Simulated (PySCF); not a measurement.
YF₃, SMILES [F][Y]([F])[F].

Geometry optimised at PBE0-D3(BJ)/def2-TZVP. The isomer is the one that the SMILES or the coordinates give; other isomers of the formula were not compared. The def2 effective core potentials stand for the cores of Y; spin–orbit coupling is left out.

Level of theory: TDA-B3LYP/def2-SVPD in PySCF.

Vertical excitations; the highest root listed may be one member of a degenerate set.  State labels are in the subgroup C2v.

```tsv
state	symmetry	energy (eV)	λ (nm)	f	main pairs
S1	B1	6.42	193	0.004	HOMO→LUMO (degenerate set)
S2	A1	6.42	193	0.004	HOMO−1→LUMO (degenerate set)
S3	B1	6.62	187	0.000	HOMO−2→LUMO 100 %
S4	B2	6.72	185	0.049	HOMO−3→LUMO 100 %
S5	A2	7.00	177	0.000	HOMO−5→LUMO (degenerate set)
S6	B2	7.00	177	0.000	HOMO−4→LUMO (degenerate set)
S7	B1	7.39	168	0.004	HOMO−7→LUMO (degenerate set)
S8	A1	7.39	168	0.004	HOMO−6→LUMO (degenerate set)
S9	A1	7.44	167	0.000	HOMO−8→LUMO 99 %
S10	B2	8.22	151	0.000	HOMO→LUMO+2 45 %, HOMO−1→LUMO+1 45 %, HOMO−2→LUMO+2 9 %
T1	B1	6.37	195	0	HOMO→LUMO (degenerate set)
T2	A1	6.37	195	0	HOMO−1→LUMO (degenerate set)
T3	B1	6.60	188	0	HOMO−2→LUMO 100 %
T4	B2	6.64	187	0	HOMO−3→LUMO 99 %
```
Triplets are in the Tamm–Dancoff approximation.
